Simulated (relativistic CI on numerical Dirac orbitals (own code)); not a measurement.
W³⁺: 4f photoemission

Computed with this model: Dirac-Coulomb-Breit CI, separate exchange-only KLI orbitals for each configuration, QED by a radiative potential, valence Slater integrals scaled by 0.8, multiplet model of photoemission in the sudden approximation; configurations [Xe] 4f14 5d3 → [Xe] 4f13 5d3; 300 K; Lorentzian 0.25 eV and Gaussian 0.5 eV FWHM. Energies are those of the free ion, without screening or charge transfer. The energies are binding energies and can lie tens of eV above those of solids. S is read from ⟨S²⟩ = S(S + 1).

Field parameters in Wybourne normalisation: Oh B⁴₀ = 21Dq, B⁴₄ = √(5/14) B⁴₀. The field is a parameter set, without covalency.

Computed curve for free ion, scaled to 100 at the maximum (points under 2 are left out and the grid is thinned):

| Energy (eV) | Intensity |
| --- | --- |
| 67.6 | 2.0 |
| 67.8 | 2.6 |
| 68.0 | 3.6 |
| 68.1 | 4.3 |
| 68.3 | 6.9 |
| 68.5 | 13.8 |
| 68.7 | 31.8 |
| 68.9 | 64.1 |
| 69.1 | 93.3 |
| 69.2 | 99.6 |
| 69.4 | 96.4 |
| 69.6 | 84.1 |
| 69.8 | 66.4 |
| 70.0 | 44.2 |
| 70.1 | 34.7 |
| 70.3 | 23.3 |
| 70.5 | 20.4 |
| 70.7 | 21.8 |
| 70.9 | 23.9 |
| 71.1 | 27.6 |
| 71.2 | 31.7 |
| 71.4 | 46.5 |
| 71.6 | 61.6 |
| 71.8 | 59.8 |
| 72.0 | 44.8 |
| 72.2 | 33.5 |
| 72.3 | 30.8 |
| 72.5 | 27.0 |
| 72.7 | 21.8 |
| 72.9 | 16.2 |
| 73.1 | 12.6 |
| 73.2 | 11.2 |
| 73.4 | 8.2 |
| 73.6 | 6.2 |
| 73.8 | 6.0 |
| 74.0 | 6.3 |
| 74.2 | 5.5 |
| 74.3 | 4.8 |
| 74.5 | 3.4 |
| 74.7 | 2.4 |

The ground state has S = 1.43, and the centroid lies at 70.51 eV.
